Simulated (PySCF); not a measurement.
Coordinates in bohr (charge 0 multiplicity 1):
```
Ta    0.0464   -0.2535    0.0006
O     0.2079    0.7363    3.1205
O     2.5840    1.0906   -1.5859
O    -3.0393    0.9163   -1.4873
H    -4.3481    1.9346   -0.7631
```

Method: PySCF, PBE0, basis Ta def2-TZVP with ECP60, O def2-TZVP, H def2-TZVP (scalar-relativistic core potentials, no spin–orbit coupling, density fitting).

This geometry of TaO₂(OH) is a stationary point at this level.

(1) What is the point group?

(2) Is it a minimum?

(3) Give the atomic charges and bond orders.

(4) Give the ideal-gas entropy at 298.15 K and 1 bar by parts.

Results:

(1) C1.

(2) Yes: all harmonic wavenumbers are real.

(3) 
| atom | Mulliken | Löwdin | polar tensor | Mayer order to Ta1 |
| --- | --- | --- | --- | --- |
| Ta1 | 1.41 | 0.83 | 2.18 | – |
| O2 | -0.54 | -0.34 | -0.81 | 2.09 |
| O3 | -0.54 | -0.34 | -0.82 | 2.08 |
| O4 | -0.67 | -0.32 | -0.89 | 1.04 |
| H5 | 0.35 | 0.17 | 0.34 | 0.02 |
Other Mayer orders above 0.3: O–H 0.87.

(4) translation 176.7, rotation 106.2, vibration 33.1, spin 0.0; total 315.9 J/(mol K).

Other isomers or separated fragments may lie lower. Spin–orbit coupling, left out here, can matter for elements this heavy.
